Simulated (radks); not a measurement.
Q: Valence configurations of the arsenic ion As2+ (all share [Ar]). Calculated with a radial shooting solver on a logarithmic mesh with Libxc functionals: Dirac Kohn-Sham, BLYP, spin-unpolarised, spherical densities, point nucleus; open shells fill j = l - 1/2 first. Order these by energy: 3d10 4s2 4p1; 3d7 4s2 4p4; 3d10 4s1 4p2; 3d9.5 4s1 4p2.5; 3d8.5 4s2 4p2.5; 3d9.5 4s2 4p1.5; 3d8 4s2 4p3; 3d9 4s1 4p3; 3d10 4p3; 3d9 4s2 4p2.

A: From the lowest, in eV above it: 3d10 4s2 4p1 0.000; 3d10 4s1 4p2 10.578; 3d9.5 4s2 4p1.5 20.389; 3d10 4p3 21.731; 3d9.5 4s1 4p2.5 31.595; 3d9 4s2 4p2 43.078; 3d9 4s1 4p3 54.933; 3d8.5 4s2 4p2.5 68.394; 3d8 4s2 4p3 96.191; 3d7 4s2 4p4 159.49. NIST lists [Ar] 3d10 4s2 4p1 as the ground configuration; this level of theory agrees among the configurations tried. The energies are those of spherical spin-averaged densities, not of single terms.
